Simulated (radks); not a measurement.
The numbers below are computed, except where a source is named.
Task: All-electron atom: Gd I in [Xe] 4f7 5d1 6s1.75 6d0.25 (fractional occupations, a model configuration). Level of theory: Dirac Kohn-Sham, PBE, spin-unpolarised, spherical densities, point nucleus; open shells are shared between the two j in proportion to 2j + 1 (a radial shooting solver on a logarithmic mesh with Libxc functionals). Some entries of the table are withheld. Estimate them.

orbital  occ.  eigenvalue (hartree)  r(max) (bohr)  <1/r> (bohr^-1)
1s1/2       2             -1839.421        0.01391            71.68
2s1/2       2             -303.5898        0.07916            17.10
2p1/2       2             -288.2494        0.05981              (1)
2p3/2       4             -262.6762        0.06564              (2)
3s1/2       2                   (3)         0.2244            6.232
3p1/2       2                   (4)         0.2117            6.146
3p3/2       4                   (5)         0.2240            5.643
3d3/2       4             -43.98808         0.1780              (6)
3d5/2       6             -42.84529         0.1815              (7)
4s1/2       2             -13.59584         0.5159            2.605
4p1/2       2             -11.01046         0.5203            2.498
4p3/2       4              -9.84288         0.5464            2.328
4d3/2       4              -5.58613         0.5542            2.110
4d5/2       6              -5.37502         0.5626            2.068
5s1/2       2              -1.86563          1.197            1.001
5p1/2       2              -1.15511          1.303           0.8827
5p3/2       4              -0.99533          1.380           0.8215
4f5/2       3              -0.37529         0.5644              (8)
4f7/2       4              -0.34753         0.5692              (9)
6s1/2    1.75              -0.18357          3.351           0.3222
5d3/2     0.4              -0.13653          1.923           0.4911
5d5/2     0.6              -0.12630          1.974           0.4749
6d3/2     0.1              -0.01027          21.45          0.05442
6d5/2    0.15              -0.01022          21.51          0.05402

Result: 
(1) 2p1/2 <1/r> (bohr^-1): 17.07
(2) 2p3/2 <1/r> (bohr^-1): 15.09
(3) 3s1/2 eigenvalue (hartree): -67.33426
(4) 3p1/2 eigenvalue (hartree): -60.69224
(5) 3p3/2 eigenvalue (hartree): -55.44622
(6) 3d3/2 <1/r> (bohr^-1): 5.521
(7) 3d5/2 <1/r> (bohr^-1): 5.396
(8) 4f5/2 <1/r> (bohr^-1): 1.532
(9) 4f7/2 <1/r> (bohr^-1): 1.513
